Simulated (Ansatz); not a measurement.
Wavefunction ladder for CH₇AsOSi, SMILES `CO[AsH][SiH3]`

```xyz
11

C     0.362    1.760   -1.282
O     0.471    0.539   -0.587
As   -1.100   -0.162   -0.029
Si   -0.040   -1.967    1.086
H     1.347    1.987   -1.697
H     0.068    2.582   -0.616
H    -0.360    1.705   -2.106
H    -1.219    0.620    1.291
H     0.440   -2.943    0.076
H     1.097   -1.502    1.920
H    -1.066   -2.619    1.944
```

The species carries charge 0 and has multiplicity 1. Correlated methods include outer-core shells of As, which these sets cover unevenly. Scalar relativity is left out up to krypton. The structure was optimised at the PBE0-D4/def2-TZVP level. It is one conformer, not always the lowest. Frozen core, restricted reference, the Gaussian-basis code of Ansatz.

| basis | HF (Eh) | MP2 corr. | CCSD corr. | (T) | CCSD(T) total |
| --- | --- | --- | --- | --- | --- |
| def2-SVP | -2639.45822 | -0.66689 | -0.71540 | -0.01941 | -2640.19303 |
| def2-TZVPP | -2639.98334 | -0.81390 | -0.85657 | -0.03207 | -2640.87198 |
| def2-QZVPP | -2640.04364 | -1.13637 | – | – | – |
